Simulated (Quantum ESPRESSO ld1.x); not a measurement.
The numbers below are computed, except where a source is named.
Q: The mean radii <r> (bohr) of the occupied orbitals of an atom or ion are listed with their occupations. Level of theory: scalar-relativistic Kohn-Sham, LDA (Slater exchange, VWN5 correlation), spin-polarised, spherical densities, point nucleus (ld1.x of Quantum ESPRESSO 7.5).

| orbital | occ. | <r> |
|---|---|---|
| 1s up | 1 | 0.02038 |
| 1s down | 1 | 0.02038 |
| 2s up | 1 | 0.08651 |
| 2s down | 1 | 0.08651 |
| 2p up | 3 | 0.07674 |
| 2p down | 3 | 0.07674 |
| 3s down | 1 | 0.2256 |
| 3s up | 1 | 0.2256 |
| 3p down | 3 | 0.2247 |
| 3p up | 3 | 0.2247 |
| 3d up | 5 | 0.2039 |
| 3d down | 5 | 0.2039 |
| 4s down | 1 | 0.5084 |
| 4s up | 1 | 0.5084 |
| 4p down | 3 | 0.5394 |
| 4p up | 3 | 0.5394 |
| 4d up | 5 | 0.5841 |
| 4d down | 5 | 0.5841 |
| 5s up | 1 | 1.253 |
| 5s down | 1 | 1.252 |
| 5p up | 3 | 1.497 |
| 5p down | 3 | 1.491 |
| 4f up | 6 | 0.8292 |
| 4f down | 6 | 0.8236 |
| 6s up | 1 | 3.564 |

Name the element and its charge.

A: Z = 68, erbium, charge +1: Er+ in [Xe] 4f(up 6, down 6) 6s(up 1, down 0). The 1s radius gives Z: for a bare nucleus <r> = (2 gamma + 1)/(2Z) with gamma = sqrt(1 - (Z/c)^2), 0.02012 bohr for Z = 68, and screening makes it slightly larger (0.02038 here). The occupations add up to 67, and the charge is Z minus that.
